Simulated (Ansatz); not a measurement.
`[NH2][Zn][B](F)Cl`, relaxed with RKS PBE0-D4/def2-TZVP in Ansatz from a GFN2-xTB geometry. The force threshold is 0.005 eV/Å; the program also tests the step.

The species carries charge 0 and has multiplicity 1.

Start:

```xyz
7

N     1.230   -0.099   -1.337
Zn    0.251   -0.707    0.091
B    -1.321   -0.194    1.278
F    -2.243   -0.717    2.069
Cl   -1.363    1.527    1.178
H     1.598    0.842   -1.366
H     1.847   -0.652   -1.914
```

How much energy does the relaxation release, and in how many steps? (Estimate.)

Computed: 0.41 eV, in 11 steps.

Which bonds change most? (An estimate is asked.)

Computed: B3–Cl5 from 1.724 to 1.769 Å; N1–Zn2 from 1.835 to 1.811 Å; Zn2–B3 from 2.036 to 2.049 Å; N1–H6 from 1.011 to 1.007 Å.

Give the relaxed structure. (Estimate.)

Ansatz gave: 
```xyz
7

N     1.368   -0.172   -1.435
Zn    0.114   -0.093   -0.132
B    -1.365    0.043    1.279
F    -1.944   -1.000    1.841
Cl   -1.946    1.618    1.837
H     1.915    0.625   -1.717
H     1.857   -1.020   -1.674
```
